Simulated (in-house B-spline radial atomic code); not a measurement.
Whole-atom quantities along the 23-electron series, configuration 1s2 2s2 2p6 3s2 3p6 3d3/2(4) 3d5/2(1). Breit and QED terms are first order and not part of the total energy; the density at the nucleus is averaged over the nuclear charge. Computed with an all-electron radial atomic-structure program (B-spline basis): Dirac-Hartree-Fock, jj configuration that fills j = l - 1/2 first, finite nuclei.

| ion | Z | E/Z² (Eh) | Σ<r²> (bohr²) | n(0)/Z³ (bohr⁻³) | Lamb diamagnetic shielding (ppm) | repulsion over attraction | Breit energy (eV) | self-energy (eV) | vacuum polarisation (eV) |
| --- | --- | --- | --- | --- | --- | --- | --- | --- | --- |
| I30+ | 53 | -2.3256 | 1.2993 | 1.5959 | 4928.65 | 0.083385 | 139.43 | 111.49 | -14.893 |
| Xe31+ | 54 | ? | ? | ? | ? | ? | ? | ? | ? |
| Cs32+ | 55 | -2.3474 | 1.1783 | 1.6926 | 5160.23 | 0.080448 | 157.62 | 127.2 | -17.5 |
| Ba33+ | 56 | -2.3581 | 1.1238 | 1.7438 | 5277.38 | 0.079044 | 167.3 | 135.66 | -18.938 |
| La34+ | 57 | -2.3686 | 1.073 | 1.7985 | 5395.49 | 0.077681 | 177.4 | 144.53 | -20.474 |
| Ce35+ | 58 | -2.379 | 1.0254 | 1.8553 | 5514.59 | 0.076357 | 187.91 | 153.85 | -22.113 |
| Pr36+ | 59 | -2.3892 | 0.98082 | 1.9154 | 5634.71 | 0.075071 | 198.85 | 163.62 | -23.86 |
| Nd37+ | 60 | -2.3994 | 0.93897 | 1.9778 | 5755.9 | 0.07382 | 210.22 | 173.87 | -25.722 |
| Pm38+ | 61 | -2.4094 | 0.89965 | 2.0404 | 5878.17 | 0.072603 | 222.05 | 184.6 | -27.705 |
| Sm39+ | 62 | -2.4194 | 0.86264 | 2.0988 | 6001.55 | 0.071419 | 234.34 | 195.84 | -29.812 |
| Eu40+ | 63 | -2.4292 | 0.82778 | 2.1687 | 6126.13 | 0.070265 | 247.1 | 207.61 | -32.06 |
| Gd41+ | 64 | -2.439 | 0.79489 | 2.2401 | 6251.93 | 0.069142 | 260.34 | 219.93 | -34.45 |
| Tb42+ | 65 | -2.4488 | 0.76384 | 2.3318 | 6379.06 | 0.068046 | 274.08 | 232.82 | -37.003 |
| Dy43+ | 66 | ? | ? | ? | ? | ? | ? | ? | ? |
| Ho44+ | 67 | -2.4681 | 0.70669 | 2.4867 | 6637.14 | 0.065937 | 303.1 | 260.41 | -42.578 |
| Er45+ | 68 | -2.4777 | 0.68036 | 2.5723 | 6768.27 | 0.064921 | 318.4 | 275.15 | -45.632 |
| Tm46+ | 69 | ? | ? | ? | ? | ? | ? | ? | ? |
| Yb47+ | 70 | -2.4968 | 0.6317 | 2.7619 | 7034.99 | 0.062959 | 350.66 | 306.65 | -52.331 |
| Lu48+ | 71 | -2.5063 | 0.60919 | 2.8587 | 7170.66 | 0.062012 | 367.64 | 323.47 | -55.992 |
| Hf49+ | 72 | -2.5159 | 0.58778 | 2.9748 | 7308.02 | 0.061086 | 385.21 | 341.05 | -59.894 |
| Ta50+ | 73 | -2.5254 | 0.56741 | 3.0923 | 7447.07 | 0.06018 | 403.39 | 359.4 | -64.035 |
| W51+ | 74 | -2.5349 | 0.54801 | 3.2138 | 7587.86 | 0.059294 | 422.18 | 378.57 | -68.43 |
| Re52+ | 75 | -2.5445 | 0.52951 | 3.3441 | 7730.49 | 0.058426 | 441.6 | 398.6 | -73.102 |
| Os53+ | 76 | -2.554 | 0.51186 | 3.4724 | 7874.98 | 0.057577 | 461.68 | 419.5 | -78.051 |
| Ir54+ | 77 | -2.5637 | 0.49501 | 3.6202 | 8021.51 | 0.056744 | 482.42 | 441.32 | -83.324 |
| Pt55+ | 78 | -2.5733 | 0.47892 | 3.7676 | 8170.05 | 0.055928 | 503.84 | 464.1 | -88.912 |

Task: Fill in the row of Xe31+.

Result: E/Z² (Eh): -2.3366; Σ<r²> (bohr²): 1.2366; n(0)/Z³ (bohr⁻³): 1.6426; Lamb diamagnetic shielding (ppm): 5043.99; repulsion over attraction: 0.081894; Breit energy (eV): 148.33; self-energy (eV): 119.15; vacuum polarisation (eV): -16.153.

Task: Fill in the row of Dy43+.

Result: E/Z² (Eh): -2.4584; Σ<r²> (bohr²): 0.73448; n(0)/Z³ (bohr⁻³): 2.3962; Lamb diamagnetic shielding (ppm): 6507.37; repulsion over attraction: 0.066979; Breit energy (eV): 288.33; self-energy (eV): 246.31; vacuum polarisation (eV): -39.698.

Task: Fill in the row of Tm46+.

Result: E/Z² (Eh): -2.4872; Σ<r²> (bohr²): 0.6554; n(0)/Z³ (bohr⁻³): 2.6733; Lamb diamagnetic shielding (ppm): 6900.91; repulsion over attraction: 0.063928; Breit energy (eV): 334.25; self-energy (eV): 290.55; vacuum polarisation (eV): -48.887.

Task: With what power of Z does the column «vacuum polarisation (eV)» change over this range?

Result: A fit of the logarithm of its size against log Z from Z = 53 to 78 has slope 4.62.
